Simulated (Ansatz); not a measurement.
CH5FN2OSi (`N=C[Si](N)(O)F`), relaxed with RKS PBE0-D4/def2-TZVP in the Gaussian-basis code of Ansatz from a PBE-D4/def2-SVP geometry. The force threshold is 0.005 eV/Å; the program also tests the step.

Total charge 0; spin multiplicity 1.

Start:

```xyz
11

N     0.409   -1.702    1.157
C    -0.296   -0.623    1.120
Si    0.266    0.593   -0.232
N    -0.927    1.128   -1.340
O     1.466   -0.270   -0.983
F     0.776    1.931    0.571
H     0.107   -2.350    1.909
H    -1.146   -0.431    1.821
H    -0.974    0.719   -2.275
H    -1.277    2.087   -1.316
H     1.594   -1.082   -0.431
```

(1) How much energy does the relaxation release, and in how many steps? (An estimate is asked.)

(2) Which bonds change most? (An estimate is asked.)

(3) Give the relaxed structure. (Best estimate.)

Answers

(1) Computed: 0.12 eV, in 13 steps, 2 of them rejected.

(2) Ansatz gave: Si3–F6 from 1.642 to 1.596 Å; Si3–O5 from 1.658 to 1.622 Å; Si3–N4 from 1.714 to 1.687 Å; O5–H11 from 0.991 to 0.968 Å.

(3) The calculation gave: 
```xyz
11

N     0.350   -1.710    1.167
C    -0.287   -0.610    1.107
Si    0.295    0.590   -0.225
N    -0.867    1.119   -1.327
O     1.484   -0.214   -0.981
F     0.779    1.893    0.560
H     0.002   -2.328    1.902
H    -1.118   -0.384    1.790
H    -1.005    0.667   -2.214
H    -1.316    2.015   -1.264
H     1.683   -1.038   -0.515
```
